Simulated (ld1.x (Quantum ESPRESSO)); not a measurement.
**What the settings do to the TM potential of boron (B)**

Base potential:

| Quantity | Value |
| --- | --- |
| Element | B (Z = 5) |
| Generator | ld1.x (Quantum ESPRESSO) 7.5 |
| Type | norm-conserving Troullier–Martins (Kleinman–Bylander form) |
| Functional | LDA (PZ) |
| Relativity | scalar-relativistic |
| Frozen core | [He] |
| Valence charge | 3 |
| Reference configuration | 2s1.75 2p1.25 |
| Partial waves | 2s (bound): rc 1.10 bohr; 2p (bound): rc 3.15 bohr |
| Local potential | the p channel |
| Core correction | none |

All-electron outer shells of the reference configuration (LDA (PZ), scalar-relativistic, ld1.x):

```json
{"shell": "1s", "level (eV)": "-178.93", "outermost node (bohr)": "–", "outermost maximum (bohr)": "0.21"}
{"shell": "2s", "level (eV)": "-9.51", "outermost node (bohr)": "0.46", "outermost maximum (bohr)": "1.52"}
{"shell": "2p", "level (eV)": "-3.84", "outermost node (bohr)": "–", "outermost maximum (bohr)": "1.55"}
```

Cutoffs, loose and tight: the cutoffs (Ry, on a coarse ladder) from which the occupation-weighted sum of valence levels, in a spherical-Bessel basis at the reference potential, stays within 10 and 1 mRy of its value at 400 Ry. They do not see the model core or the augmentation charge, which bear on the density cutoff. Test errors are all-electron minus pseudo excitation energies from the reference, over the configurations 2s2 2p1; 2s2 2p0; 2s1 2p0; 2s1 2p2; 2s2 2p1.3; 2s2 2p0.5; 2s1 2p1 (two spin-polarised tests are not counted in the largest error). A dash means not determined; rows that change the core or the reference have their own tests.

```csv
change,outcome,"cutoff, loose","cutoff, tight",bound ghosts,largest test error (meV)
base,generated,21 Ry,70 Ry,none,+384
core correction a·sin(br)/r model core inside 0.80 bohr,generated,21 Ry,70 Ry,none,+346
wave 2p (bound): rc 3.15 bohr becomes 2p (bound): rc 2.54 bohr,generated,21 Ry,70 Ry,none,+220
reference 2s1.5 2p0,generated,21 Ry,70 Ry,none,+402
local potential the s channel,generated,21 Ry,70 Ry,none,+401
type TM semilocal,generated,21 Ry,70 Ry,none,+401
```

Q: What comes out with this change to the base: wave 2s (bound): rc 1.10 bohr becomes 2s (bound): rc 1.00 bohr?

A: outcome: generated; cutoff, loose: 55 Ry; cutoff, tight: 140 Ry; bound ghosts: none; largest test error (meV): +386.
